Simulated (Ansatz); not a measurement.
`O=[C](O)[GeH3]` → GeH₄ + `O=C=O` at 400 K and 1 bar (decarboxylation).

Gas-phase electronic energies from Ansatz, PBE0-D4/def2-TZVP geometries. CCSD(T)/CBS is the MP2 limit (def2-TZVPP, def2-QZVPP) plus CCSD(T) − MP2 in def2-TZVPP, frozen cores. This one scheme is used for every species. For Ge outer-core shells are correlated without core-valence functions, which leaves a few kJ/mol of doubt a bond. Scalar relativity is left out up to krypton. One conformer a species, not always the lowest.

```tsv
species	CCSD(T)/CBS energy (Eh)	H − E (kJ/mol)	S (J/(mol·K))
`O=[C](O)[GeH3]`	-2266.90720	150.8	358.6
GeH₄	-2078.49493	93.6	231.8
`O=C=O`	-188.42285	44.5	224.9
```

H − E and S are ideal-gas, rigid-rotor, harmonic terms from PBE0-D4/def2-TZVP, for one conformer and one mirror image of each species. 1 Eh = 2625.50 kJ/mol, R = 8.31446 J/(mol·K).

Problem. By hand: ΔE, ΔH, ΔS and ΔG.

Solution. ΔE = (-2078.49493) + (-188.42285) − (-2266.90720) = -0.01058 Eh = -27.8 kJ/mol. Δ(H − E) = 93.6 + 44.5 − 150.8 = -12.7, so ΔH = -40.5 kJ/mol. ΔS = 231.8 + 224.9 − 358.6 = 98.1 J/(mol·K). ΔG = -40.5 − 400 × (98.1)/1000 = -79.7 kJ/mol.

Problem. By hand: the equilibrium constant, and the temperature at which ΔG would vanish if ΔH and ΔS stayed fixed.

Solution. log₁₀ K = −ΔG/(RT ln 10) = 10.4. ΔH and −TΔS have one sign here, so there is no such temperature.

The number of gas molecules changes by +1, which sets the sign of ΔS. A doubt of 5 kJ/mol in ΔE shifts log₁₀ K by 0.7 here. Other conformers and mirror images would add mixing entropy, several J/(mol·K) or more a flexible species. Modes under 60 cm⁻¹, often nearly free rotors, make the harmonic entropy too high. These are equilibria of isolated gas molecules and say nothing of rates. Largest T1 diagnostic: 0.018 (customary marks: 0.02 for closed shells, 0.045 for open ones).
